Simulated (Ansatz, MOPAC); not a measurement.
Spectroscopic constants of ZnGa, multiplicity 2 (lowest of 2S+1 = 2, 4 at CCSD(T)/def2-TZVPP on PBE0 minima; our sources give no spin for the ground state, which may be another). No spin–orbit coupling. Zn is treated without relativity. Ga is treated without relativity.

The constants come from a fifth-degree fit in 1/R (seven points, main isotopes). Runs in def2 and cc sets follow the lowest solution found near the PBE0 minimum.

The values were computed with Ansatz (Gaussian basis) for Hartree–Fock, density functionals and correlated methods; MOPAC for PM7 (differences of heats of formation). Values without a source in brackets are computed.

| level | r_e (Å) | ω_e (cm⁻¹) | ω_e x_e (cm⁻¹) | α_e (cm⁻¹) | dipole (D) |
|---|---|---|---|---|---|
| PM7 | 2.770 | 179 | 1.1 | 0.00045 | - |
| PBE/def2-TZVPP | 2.651 | 139 | 1.1 | 0.00065 | 0.36 |
| r2SCAN/def2-TZVPP | 2.591 | 153 | 1.1 | 0.00063 | 0.49 |
| B97M-V/def2-TZVPP | 2.701 | 119 | 1.6 | 0.00088 | 0.34 |
| B3LYP/def2-TZVPP | 2.749 | 112 | 1.3 | 0.00081 | 0.39 |
| PBE0/def2-TZVPP | 2.685 | 130 | 1.2 | 0.00070 | 0.61 |
| BHLYP/def2-TZVPP | 2.831 | 94 | 1.6 | 0.00098 | 0.61 |
| CAM-B3LYP/def2-TZVPP | 2.765 | 101 | 1.5 | 0.00097 | 0.52 |
| wB97X-V/def2-TZVPP | 2.788 | 97 | 1.5 | 0.00100 | 0.70 |
| wB97M-V/def2-TZVPP | 2.784 | 101 | 1.4 | 0.00090 | 0.55 |
| B2PLYP/def2-TZVPP | 2.719 | 115 | 1.6 | 0.00089 | - |

Correlated levels freeze the inner cores; with def2 sets outer-core shells near the valence are correlated too. The state that PM7 reach isn't checked; PM7 holds dispersion and hydrogen-bond terms.

Ansatz is an electronic-structure program.
